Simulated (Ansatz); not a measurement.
Start from `[BH2][GaH2]` and change one atom or group to get `[SiH3][BH][GaH2]`.

Ansatz, PBE0-D4/def2-TZVP geometries, multiplicity 1. 

Scalar relativity is left out up to krypton.

```csv
property,`[BH2][GaH2]`
LUMO energy (B3LYP/def2-TZVPP) / eV,-2.45
zero-point energy (PBE0-D4/def2-TZVP) / kJ/mol,84.1
size of the dipole moment (ωB97M-V/def2-TZVPP) / D,0.56
LUMO energy (ωB97M-V/def2-TZVPP) / eV,-0.29
HOMO–LUMO gap (B3LYP/def2-TZVPP) / eV,4.98
HOMO–LUMO gap (PBE/def2-TZVPP) / eV,3.24
```

Problem. What does the change do to each property? (Estimate.)

Solution. The calculation gave: 
| property | `[SiH3][BH][GaH2]` | shift |
| --- | --- | --- |
| LUMO energy (B3LYP/def2-TZVPP) / eV | -2.85 | -0.40 |
| zero-point energy (PBE0-D4/def2-TZVP) / kJ/mol | 128.4 | 44.3 |
| size of the dipole moment (ωB97M-V/def2-TZVPP) / D | 0.56 | 0.00 |
| LUMO energy (ωB97M-V/def2-TZVPP) / eV | -0.72 | -0.43 |
| HOMO–LUMO gap (B3LYP/def2-TZVPP) / eV | 4.38 | -0.60 |
| HOMO–LUMO gap (PBE/def2-TZVPP) / eV | 2.70 | -0.54 |

With PBE0 the HOMO rises by 0.20 eV and the LUMO falls by 0.45 eV, so the gap narrows by about 0.65 eV. PBE moves the HOMO by 0.15 eV and ωB97M-V by 0.27 eV. The zero-point energy changes by 44.3 kJ/mol with +9 modes. Dipoles are sizes alone; their direction can turn.

B3LYP here is the variant with VWN-RPA as its local correlation; programs differ in this.
